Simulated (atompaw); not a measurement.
**What the settings do to the PAW (atompaw) potential of Al**

Base potential:

```json
{"Element": "aluminium (Al)", "Generator": "atompaw 4.2.0.5", "Type": "PAW", "Functional": "PBE", "Relativity": "non-relativistic", "Frozen core": "[Ne]", "Valence charge": "3", "Reference configuration": "3s2 3p1", "Partial waves": "3s (bound): rc 2.35 bohr; 3s channel at 0.05 Ry: rc 2.35 bohr; 3p (bound): rc 2.35 bohr; 3p channel at 0.4 Ry: rc 2.35 bohr; 3d channel at 0.15 Ry: rc 2.10 bohr; 3d channel at 0.55 Ry: rc 2.35 bohr", "Local potential": "bessel scheme, radius 1.90 bohr", "Core correction": "smooth core density matched at 2.35 bohr", "Augmentation charge": "besselshape compensation charge, radius 2.15 bohr; PAW radius 2.35 bohr; waves and projectors: custom rrkj gramschmidtortho"}
```

Cutoffs, loose and tight: the cutoffs (Ry, on a coarse ladder) from which the occupation-weighted sum of valence levels, in a spherical-Bessel basis at the reference potential, stays within 10 and 1 mRy of its value at 400 Ry. They see the waves, projectors and local potential, not the compensation charge or the core. A dash means not determined.

| change | outcome | cutoff, loose | cutoff, tight | bound ghosts |
| --- | --- | --- | --- | --- |
| base | generated, no UPF (negative core plus compensation charge) | 6 Ry | 8 Ry | none |
| all radii scaled by about 0.74 (s 1.74, p 1.74, d 1.56 bohr); local potential bessel scheme, radius 1.40 bohr; augmentation besselshape compensation charge, radius 1.58 bohr; PAW radius 1.74 bohr; waves and projectors: custom rrkj gramschmidtortho; core correction smooth core density matched at 1.74 bohr | generated | 10 Ry | 15 Ry | none |
| all radii scaled by about 0.83 (s 1.94, p 1.94, d 1.74 bohr); local potential bessel scheme, radius 1.56 bohr; augmentation besselshape compensation charge, radius 1.78 bohr; PAW radius 1.94 bohr; waves and projectors: custom rrkj gramschmidtortho; core correction smooth core density matched at 1.94 bohr | generated | 8 Ry | 10 Ry | none |
| all radii scaled by about 0.90 (s 2.12, p 2.12, d 1.90 bohr); local potential bessel scheme, radius 1.72 bohr; augmentation besselshape compensation charge, radius 1.94 bohr; PAW radius 2.12 bohr; waves and projectors: custom rrkj gramschmidtortho; core correction smooth core density matched at 2.12 bohr | generated, no UPF (negative core plus compensation charge) | 6 Ry | 8 Ry | none |
| all radii scaled by about 1.07 (s 2.52, p 2.52, d 2.26 bohr); local potential bessel scheme, radius 2.04 bohr; augmentation besselshape compensation charge, radius 2.30 bohr; PAW radius 2.52 bohr; waves and projectors: custom rrkj gramschmidtortho; core correction smooth core density matched at 2.52 bohr | generated, no UPF (negative core plus compensation charge) | 6 Ry | 8 Ry | none |
| all radii scaled by about 1.12 (s 2.62, p 2.62, d 2.36 bohr); local potential bessel scheme, radius 2.12 bohr; augmentation besselshape compensation charge, radius 2.40 bohr; PAW radius 2.62 bohr; waves and projectors: custom rrkj gramschmidtortho; core correction smooth core density matched at 2.62 bohr | generated, no UPF (negative core plus compensation charge) | 6 Ry | 8 Ry | none |
| all radii scaled by about 1.21 (s 2.84, p 2.84, d 2.54 bohr); local potential bessel scheme, radius 2.30 bohr; augmentation besselshape compensation charge, radius 2.60 bohr; PAW radius 2.84 bohr; waves and projectors: custom rrkj gramschmidtortho; core correction smooth core density matched at 2.84 bohr | generated | 6 Ry | 8 Ry | none |
| all radii scaled by about 1.28 (s 3.00, p 3.00, d 2.68 bohr); local potential bessel scheme, radius 2.42 bohr; augmentation besselshape compensation charge, radius 2.74 bohr; PAW radius 3.00 bohr; waves and projectors: custom rrkj gramschmidtortho; core correction smooth core density matched at 3.00 bohr | generated | 6 Ry | 6 Ry | none |

Reading the sweep of the scale of all radii (base = 1) (base included, trends over the rows without a ghost): The loose cutoff falls from 10 Ry at 0.74 to 6 Ry at 1.28. A larger radius leaves more room for a smooth pseudo-wave, so fewer plane waves are needed; a smaller one forces it to follow the all-electron wave where it bends sharply.
